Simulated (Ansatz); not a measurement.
One change: `C[NH][SnH2][NH]C` becomes `C[NH][SnH2][O]C`.

Ansatz, PBE0-D4/def2-TZVP geometries, multiplicity 1. Each molecule was computed in one conformer, which needn't be the lowest.

Elements past krypton have def2 core potentials.

| property | `C[NH][SnH2][NH]C` |
| --- | --- |
| size of the dipole moment (ωB97M-V/def2-TZVPP) / D | 0.79 |
| size of the dipole moment (B3LYP/def2-TZVPP) / D | 0.65 |
| LUMO energy (PBE0/def2-TZVPP) / eV | 0.07 |
| HOMO–LUMO gap (B3LYP/def2-TZVPP) / eV | 5.88 |
| HOMO energy (PBE/def2-TZVPP) / eV | -4.94 |
| LUMO energy (B3LYP/def2-TZVPP) / eV | -0.18 |

Q: What does the change do to each property? (An estimate is asked.)

A: The calculation gave: 
```
                                          property  `C[NH][SnH2][O]C`  shift
size of the dipole moment (ωB97M-V/def2-TZVPP) / D               2.12   1.33
  size of the dipole moment (B3LYP/def2-TZVPP) / D               2.08   1.43
                LUMO energy (PBE0/def2-TZVPP) / eV              -0.01  -0.08
             HOMO–LUMO gap (B3LYP/def2-TZVPP) / eV               6.17   0.29
                 HOMO energy (PBE/def2-TZVPP) / eV              -5.29  -0.35
               LUMO energy (B3LYP/def2-TZVPP) / eV              -0.26  -0.08
```

With PBE0 the HOMO falls by 0.37 eV and the LUMO falls by 0.08 eV, so the gap widens by about 0.29 eV. PBE moves the HOMO by -0.35 eV and ωB97M-V by -0.39 eV. Dipoles are sizes alone; their direction can turn.

B3LYP here is the variant with VWN-RPA as its local correlation; programs differ in this.
